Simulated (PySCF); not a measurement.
## Static response to an electric field

Species: W(NH)2Cl2 (singlet state).
Geometry (PBE0-D3(BJ)/def2-SVP, Å), atoms numbered from 1 in this order:
```
atom  x, y, z in Å
W1    -0.394    0.017   -0.294
N2    -0.445   -0.047    1.442
H3    -0.042   -0.084    2.374
N4     1.262    0.005   -0.815
H5     2.270   -0.014   -0.686
Cl6   -1.286    2.030   -0.937
Cl7   -1.365   -1.906   -1.085
```

Level: B3LYP/def2-SVPD (PySCF), static field, nuclei fixed, core orbitals frozen in the response. The polarisability tensor in these axes (au):

```
x   82.22  0.14  1.60
y    0.14 90.54  0.32
z    1.60  0.32 81.65
```

Q: Give the principal values, the mean and the anisotropy Δα = √{½[(α1 − α2)² + (α2 − α3)² + (α1 − α3)²]}.

A: Principal values 80.31, 83.54 and 90.55 au; mean 84.80 au = 12.57 Å³ = 13.98 × 10⁻⁴⁰ C²·m²/J; Δα = 9.07 au (11 % of the mean).

Q: What is the dipole moment, and where does it point?

A: (2.23, -0.09, 1.68) D, 2.79 D in size, pointing from the negative to the positive side. Measured along this direction, the outermost atoms are Cl7 and Cl6 at the negative end and H5 and H3 at the positive end.

Q: Orientational against electronic polarisability at 350 K (dilute gas, rigid molecules)?

A: In Gaussian units μ²/3kT = 53.85 Å³ against 12.57 Å³, a ratio of 4.29; the Debye molar polarisation (4π/3)N_A(α + μ²/3kT) is 167.5 cm³/mol, leaving out the vibrational part.

Q: Directions of the eigenvectors, and the extent of the frame along each?

A: Largest value along (0.02, 1.00, 0.04), where the nuclei span 3.94 Å; middle along (0.77, -0.04, 0.64), 3.17 Å; least along (-0.64, -0.02, 0.77), 3.83 Å. 

Q: Rayleigh depolarisation ratio (linearly polarised light, static tensor)?

A: ρ = 3Δα²/(45ᾱ² + 4Δα²) = 246.7/(323620 + 328.9) ≈ 0.000761.

Geometry: PBE0-D3(BJ)/def2-SVP; no solvent, vibrations or thermal averaging. Atoms past krypton carry effective core potentials; spin–orbit coupling is left out.
